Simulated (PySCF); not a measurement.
**NMR data sheet: C6H10O**

| Item | Value |
| --- | --- |
| Formula | C6H10O |
| SMILES | C=CC(=O)C(C)C |
| Point group of the computed structure | C1 |
| Degrees of unsaturation | 2 |
| Carbon signals | 5 |
| Proton signals | 5 |

Bonds (- single, = double, # triple, : aromatic): C1=C2, C2-C3, C3=O4, C3-C5, C5-C6, C5-C7. C1 carries H8, H9; C2 carries H10; C5 carries H11; C6 carries H12, H13, H14; C7 carries H15, H16, H17. H8 is cis to C3; H9 is trans to C3.

- structure optimised with PBE0-D3(BJ)/def2-TZVP
- σ from GIAO-B97-2/pcSseg-2
- program: PySCF 2.14
- non-relativistic, single conformer, isolated molecule, rapidly exchanging positions averaged

Shifts are taken against calculated references (same method and geometry level): 1H and 13C against TMS; H2O for 17O.

| carbon | δC, type | δH (multiplicity) | HMBC from (2–3 bonds) | span of the C tensor (ppm) |
| --- | --- | --- | --- | --- |
| C1 | 137.6, CH2 | H8 6.99 (m); H9 5.88 (m) | H10 | 247 |
| C2 | 140.9, CH | 6.84 (m) | H8, H9, H11 | 214 |
| C3 | 208.4, C | – | H8, H10, H9, H11, H12/H13/H14/H15/H16/H17 | 211 |
| C5 | 46.8, CH | 2.57 (sept) | H10, H12/H13/H14/H15/H16/H17 | 38 |
| C6/C7 | 20.0, CH3 | 1.10 (d) | H11, H12/H13/H14/H15/H16/H17 | 30 |

Other nuclei:
```tsv
atoms	nucleus	environment	δ (ppm)	σ (ppm)
O4	17O	ketone oxygen	580.5	-252.8
```

- Carbon types of the structure: 1 × C, 2 × CH, 1 × CH2, 2 × CH3, which accounts for all hydrogens.
- δC 208.4: ketone carbonyl carbon; the double bond to the heteroatom, with no lone-pair donor beside it, deshields it most.
- δC 140.9: α carbon of a C=C–C=O unit; the olefinic region.
- δC 137.6: β carbon of a C=C–C=O unit; conjugation with the carbonyl draws π density from the β position.
- δC 46.8: sp3 CH α to a carbonyl; the adjacent C=O deshields it moderately.
- δC 20.0: methyl carbon; aliphatic region, no heteroatom directly attached.

Shifts are as computed. Against solution values, carbons near 30 ppm lie about +3 ppm off and those near 130 ppm about +7 ppm. Of 1211 compounds with measured shifts, 218 miss one by over three times the rms of a fit or turn the order of signals round; such compounds aren't used in these exercises. Unscaled 17O shifts of doubly bonded oxygen tend to come out too high, by tens of ppm or more. Experimental scales use liquid or dissolved standards, which lie at an offset from isolated H2O (liquid H2O: subtract about 36 ppm). Multiplicities follow the n + 1 count of equivalent neighbours, as no J values were calculated; m marks all less simple cases, F and P coupling included.
